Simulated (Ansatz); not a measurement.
Consider the redistribution: `C[O][InH][Br]` + `CBCO` → `C[O][InH][CH3]` + `OCBBr`.

Gas-phase electronic energies from Ansatz, PBE0-D4/def2-TZVP geometries. CBS: MP2 limit from def2 TZ/QZ plus the TZ coupled-cluster correction, frozen cores. DFT in def2-TZVPP. B3LYP here is the variant with VWN-RPA as its local correlation; programs differ in this. HSE06 is defined as in plane-wave codes. Elements past krypton have def2 core potentials. For Br, In outer-core shells are correlated without core-valence functions, which leaves a few kJ/mol of doubt a bond. Scalar relativity is left out up to krypton. One conformer a species, not always the lowest.

`C[O][InH][Br]`:

```xyz
8

C     1.096    0.509    0.537
O    -0.223    0.182    0.895
In   -1.550   -0.595   -0.327
Br   -0.592   -0.928   -2.580
H     1.335    0.284   -0.509
H     1.270    1.579    0.699
H     1.799   -0.047    1.169
H    -3.135   -0.983    0.115
```

`CBCO`:

Z-matrix (Å, degrees):
```
C
B 1 1.556
H 1 1.097 2 109.8
H 1 1.092 2 115.2 3 122.9
H 1 1.097 2 109.6 3 -114.4
C 2 1.553 1 122.1 3 -123.2
H 2 1.207 1 119.1 3 56.9
O 6 1.414 2 118.7 1 -179.9
H 6 1.104 2 107.4 1 -55.3
H 6 1.104 2 107.4 1 55.6
H 8 0.959 6 107.8 2 0.1
```

`C[O][InH][CH3]`:

```xyz
11

C     0.629   -1.068    1.451
O    -0.148    0.079    1.624
In   -0.815    1.210    0.121
C    -0.211    0.472   -1.796
H     0.847   -1.305    0.397
H     1.594   -0.962    1.964
H     0.125   -1.944    1.881
H    -1.725    2.517    0.735
H    -0.579    1.108   -2.600
H     0.879    0.431   -1.843
H    -0.596   -0.539   -1.935
```

`OCBBr`:

Cartesian coordinates in Å:
```
O -1.243 0.783 0.594
C -0.514 0.159 -0.429
B 0.864 -0.471 -0.120
Br 1.578 -0.406 1.650
H -0.736 0.719 1.410
H -0.349 0.868 -1.260
H -1.120 -0.642 -0.890
H 1.520 -1.010 -0.955
```

(1) Is it downhill or uphill in electronic energy at CCSD(T)/CBS, and by how much? (Best estimate.)

(2) What do these levels give: BLYP-D4, B3LYP-D4, r2SCAN0-D4, HSE06-D4, ωB97M-V, PBE, r2SCANh, CAM-B3LYP, RPA@PBE/def2-TZVPP, CCSD/def2-TZVPP, CCSD(T)/def2-TZVPP, HF/CBS(def2)? (An estimate is asked.)

Largest T1 diagnostic among the species: 0.015.

## Answers

(1) The calculation gave: Uphill: ΔE = +0.72 eV.

(2) Ansatz gave: BLYP-D4 0.71, B3LYP-D4 0.77, r2SCAN0-D4 0.80, HSE06-D4 0.75, ωB97M-V 0.76, PBE 0.69, r2SCANh 0.78, CAM-B3LYP 0.81, RPA@PBE/def2-TZVPP 0.60, CCSD/def2-TZVPP 0.71, CCSD(T)/def2-TZVPP 0.66, HF/CBS(def2) 1.06 eV.

Leaving LDA and LC-ωPBE aside and taking each functional with its dispersion term where it has one, the values, not all of them listed here, spread over 0.21 eV, from revPBE-D4 to BHLYP-D4. LDA lies −0.06 eV from PBE without D4. From PBE to PBE0 (25 % exact exchange), in def2-TZVPP and without D4, ΔE moves by +0.07 eV.
